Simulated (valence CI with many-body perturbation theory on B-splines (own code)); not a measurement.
## From CI to CI+MBPT in Sm XL

Calculated by valence CI with perturbative core correlation (CI+MBPT): five valence electrons over a frozen Dirac-Fock core [Ar], a basis of 7 s, 7 p, 8 d, 6 f, 4 g, 1 h functions for each j, with the one-electron correlation potential Σ1, the two-electron term Σ2, the three-electron term Σ3, Breit, model QED; selected CI, second order for the rest (own B-spline code, finite nucleus).

No measured spectrum was set against this ion. As an estimate, large intervals hold to a few tenths of a per cent, small ones and those within an open d or f shell to about a per cent. Only levels of the ground parity were solved; by the run's estimate the other parity begins above the list, which can be wrong where configurations are misplaced.

Each rung adds one term. CI alone is the Dirac-Coulomb CI over the frozen core; QED comes last and gives the full result, which names the levels. Energies are above (3d3/2^4 3d5/2) J=5/2 on the same rung, in cm⁻¹.

Levels are named by their leading jj configuration (3d3/2^4 stands for four electrons in 3d with j = 3/2), which in mixed levels can hold well under half, so a name can repeat and another be missing. Letters in brackets count levels of one name in rising energy.

```csv
Level,CI alone,Σ1,Σ2,Σ3,Breit,QED,Full
(3d3/2^3 3d5/2^2) J=5/2 [a],168772,+1085,+3295,+1147,-4905,+584,169978
(3d3/2^3 3d5/2^2) J=7/2 [a],252773,+1161,+1617,+627,-8002,+594,248769
(3d3/2^3 3d5/2^2) J=3/2 [a],259521,+1175,-206,+25,-4245,+599,256868
(3d3/2^3 3d5/2^2) J=11/2,267953,+1185,+4557,-472,-14444,+605,259384
(3d3/2^3 3d5/2^2) J=9/2,294515,+1258,+2089,+367,-10994,+635,287870
(3d3/2^3 3d5/2^2) J=5/2 [b],309144,+1356,-475,+947,-8171,+680,303481
(3d3/2^3 3d5/2^2) J=1/2,320213,+1395,-1462,+537,-5887,+704,315500
(3d3/2^3 3d5/2^2) J=7/2 [b],348945,+1275,-1413,-573,-8321,+621,340534
(3d3/2^2 3d5/2^3) J=5/2 [a],418277,+2218,+3397,+1134,-10187,+1168,416008
(3d3/2^3 3d5/2^2) J=3/2 [b],424314,+1577,-2127,+868,-5994,+774,419413
(3d3/2^2 3d5/2^3) J=7/2 [a],467459,+2403,+3200,+961,-14114,+1255,461164
(3d3/2^2 3d5/2^3) J=11/2,476344,+2420,+7431,-63,-19847,+1257,467541
(3d3/2^2 3d5/2^3) J=9/2 [a],490463,+2393,+3945,+588,-17249,+1238,481377
(3d3/2^2 3d5/2^3) J=1/2 [a],504037,+2503,+721,+1290,-10329,+1296,499518
(3d3/2^2 3d5/2^3) J=13/2,514945,+2470,+8468,-762,-25394,+1273,501002
(3d3/2^2 3d5/2^3) J=3/2 [a],513775,+2495,+1952,+438,-10870,+1290,509080
(3d3/2^2 3d5/2^3) J=5/2 [b],529562,+2469,+780,+903,-13378,+1263,521599
(3d3/2^2 3d5/2^3) J=9/2 [b],565018,+2504,+3753,-306,-16553,+1275,555692
(3d3/2^2 3d5/2^3) J=7/2 [b],584529,+2524,-123,+619,-17409,+1275,571415
```

The middle columns are the shifts that each term adds.

How does the ionisation energy move along the ladder, and which term matters most?

CI alone 2875.2, + Σ1 2877.5, + Σ2 2887.8, + Σ3 2888.0, + Breit 2887.2, + QED 2887.2 eV. The largest step is Σ2, 10.3 eV. NIST lists 2887 ± 4 eV (theoretical).
